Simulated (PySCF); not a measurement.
Electron correlation in C (carbon, neutral)

[He] 2s2 2p2, high-spin 3P determinant. Calculation: PySCF 2.14, in dyall-av3z (15s9p3d2f, 71 functions); scalar relativity by spin-free X2C-1e. Frozen: 1s2; 4 electrons correlated; the 14 highest virtual orbitals of each spin left out.

| level | correlation energy (mhartree) |
| --- | --- |
| CCSD | -89.42 |
| (T) | -2.24 |
| CCSD(T) | -91.66 |

Diagnostics: T1 = 0.0099, D1 = 0.0187, largest double amplitude 0.065.

Cost of the coupled-cluster step: roughly 7 core-seconds, for 4 correlated electrons.
